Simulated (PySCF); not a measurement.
# Deuteron quadrupole couplings in `C[C@@H]1C[C@@]1(F)C(=O)F`

C5H6F2O.
Geometry (GFN2-xTB, Å), atoms numbered from 1 in this order:
```xyz
14
C5H6F2O angstrom
C     -1.648    0.125    0.858
C     -0.353    0.532    0.208
C     -0.098    0.244   -1.233
C      0.639   -0.556   -0.181
F      0.240   -1.849   -0.008
C      2.079   -0.391    0.049
O      2.897   -1.171    0.382
F      2.439    0.918   -0.173
H     -2.007   -0.816    0.449
H     -2.399    0.893    0.686
H     -1.514    0.006    1.931
H      0.094    1.431    0.615
H      0.479    0.939   -1.824
H     -0.849   -0.303   -1.781
```

Level: PBE0/pcSseg-1 (PySCF, non-relativistic); Q(2H) = 0.00286 b; rigid geometry, the same for H and D, with no vibrational averaging.

What are Vzz, η and χzz (234.96 MHz × Q × Vzz) at all hydrogens?

```json
{"atom": "H9", "bonded to": "C1", "bond length (Å)": "1.087", "Vzz (au)": "0.3108", "η": "0.04", "χzz (kHz)": "209"}
{"atom": "H10", "bonded to": "C1", "bond length (Å)": "1.088", "Vzz (au)": "0.3130", "η": "0.03", "χzz (kHz)": "210"}
{"atom": "H11", "bonded to": "C1", "bond length (Å)": "1.088", "Vzz (au)": "0.3120", "η": "0.03", "χzz (kHz)": "210"}
{"atom": "H12", "bonded to": "C2", "bond length (Å)": "1.084", "Vzz (au)": "0.3146", "η": "0.07", "χzz (kHz)": "211"}
{"atom": "H13", "bonded to": "C3", "bond length (Å)": "1.079", "Vzz (au)": "0.3269", "η": "0.05", "χzz (kHz)": "220"}
{"atom": "H14", "bonded to": "C3", "bond length (Å)": "1.079", "Vzz (au)": "0.3280", "η": "0.06", "χzz (kHz)": "220"}
```

Give the 2H NMR doublet splittings at H12 for a magnetic field along the z, y and x axes of the gradient: 3χ/2, 3χ(1 + η)/4, 3χ(1 − η)/4.

With |χ| = 211.4 kHz and η = 0.066: 317, 169 and 148 kHz, to first order and without motion.

One conformer (not necessarily the lowest) at the GFN2-xTB geometry, without solvent, vibrations or thermal averaging. GFN2-xTB bond lengths can be off by several hundredths of an ångström, more for odd bonds, and the gradients follow them. A larger basis could move these couplings by a tenth or more.

The run behind these numbers computed NMR shieldings as well. Rough CPU time on one thread of a shared machine: about 50 s.
